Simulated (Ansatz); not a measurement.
CH5Ge (`[CH2][GeH3]`) radical. Charge 0, multiplicity 2. The geometry is a stationary point of PBE0-D4/def2-TZVP.

```xyz
7

C    -0.529   -1.032   -0.063
Ge    0.356    0.668    0.040
H    -0.936   -1.413   -0.993
H    -0.685   -1.653    0.812
H     1.130    0.940   -1.262
H    -0.665    1.807    0.234
H     1.328    0.683    1.231
```

Q: What is the dipole moment at r2SCAN/def2-TZVPP? (Best estimate.)

A: Ansatz gave: 0.52 D, with components (-0.27, -0.45, -0.02) D in this frame, pointing from negative to positive charge.

Q: And with PBE, B3LYP, ωB97M-V? (An estimate is asked.)

A: Computed: PBE 0.47 D, B3LYP 0.50 D, ωB97M-V 0.50 D.

Q: Give the Mulliken charges with r2SCAN, ωB97M-V, PBE in def2-TZVPP. (Estimate.)

A: Computed: 
```csv
atom,r2SCAN,ωB97M-V,PBE
C1,-0.30,-0.39,-0.30
Ge2,0.17,0.10,0.12
H3,0.10,0.14,0.11
H4,0.11,0.14,0.11
H5,-0.02,0.00,-0.01
H6,-0.02,0.00,-0.01
H7,-0.02,0.00,-0.01
```

B3LYP here is the variant with VWN-RPA as its local correlation; programs differ in this.
